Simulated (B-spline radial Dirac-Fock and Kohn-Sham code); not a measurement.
Method: Dirac-Fock densities. Computed with a B-spline atomic structure program.

Question: This computed X-ray form factor belongs to an atom or ion in its tabulated ground configuration. Which?

```
sin θ/λ (Å⁻¹)     f₀
         0.03  6.996
         0.04  6.994
         0.05  6.990
         0.08  6.975
         0.12  6.943
         0.24  6.776
         0.37  6.485
          1.1  3.905
          3.3  1.210
```

Answer: Sc¹⁴⁺, with 7 electrons in [He] 2s2 2p3. f₀ tends to the number of electrons as s goes to zero, which the first rows give only roughly, and the rate of fall reflects the nuclear charge, 21.

Question: This computed X-ray form factor belongs to an atom or ion in its tabulated ground configuration. Which?

| sin θ/λ (Å⁻¹) | f₀ |
| --- | --- |
| 0.2 | 36.040 |
| 0.3 | 33.862 |
| 0.35 | 32.590 |
| 0.7 | 23.434 |
| 0.9 | 19.586 |
| 1.6 | 11.755 |
| 2.5 | 6.471 |
| 3 | 5.343 |
| 6 | 2.248 |

Answer: Cs¹⁷⁺, with 38 electrons in [Kr] 4d2. f₀ tends to the number of electrons as s goes to zero, which the first rows give only roughly, and the rate of fall reflects the nuclear charge, 55.
